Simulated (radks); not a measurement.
Numerical settings for neutral tungsten, [Xe] 4f14 5d4 6s2. Method: Dirac Kohn-Sham, PBEsol, spin-unpolarised, spherical densities, finite nucleus; open shells fill j = l - 1/2 first; Fermi nuclear charge, rms radius 5.3658 fm; computed with a radial shooting solver on a logarithmic mesh with Libxc functionals. The defaults (mesh step 0.008 in ln r, mesh end at 40 bohr or more with all orbitals vanishing there, Anderson mixing 0.5 over 9 steps, residual threshold near 1e-9 with the energy settled to 1e-9 hartree or 1e-11 of itself, here a cap of 89 iterations) give E = -16158.6270 hartree and 5d3/2 at -4.682 eV in 15 iterations. Times are rough (one thread of a shared host). Changes against that run (0 stands for a change within the tolerance of the run):

setting	iterations	converged	E (mhartree)	e(5d3/2) (meV)	CPU (s)
mesh step in ln r 0.12	4	no	diverged	-	0.01
mesh step in ln r 0.005	15	yes	0	0	0.25
mesh step in ln r 0.003	15	yes	0	0	0.41
mesh end (bohr) 400	15	yes	0	0	0.16
mesh end (bohr) 3	14	level above zero	+2.65e+03	+1.92e+04	0.12
residual threshold 0.1	10	yes	0	-0.311	0.13
residual threshold 1e-16	89	no	0	0	0.43
mixing 1	13	yes	0	0	0.15
linear mixing, mixing 0.2	88	yes	0	0	0.62
linear mixing, mixing 0.05	89	no	+0.0165	-24.5	0.74
mixing history 20	22	yes	0	0	0.2
iteration cap 2	2	no	+930	-8.2e+03	0.04

Settled on a wrong energy, with an occupied level pushed above zero by the early mesh end: mesh end (bohr) 3 (+2.65 hartree). Apart from these: no run marked as converged misses the energy by more than 1 mhartree. A mesh that ends early acts as a hard wall.
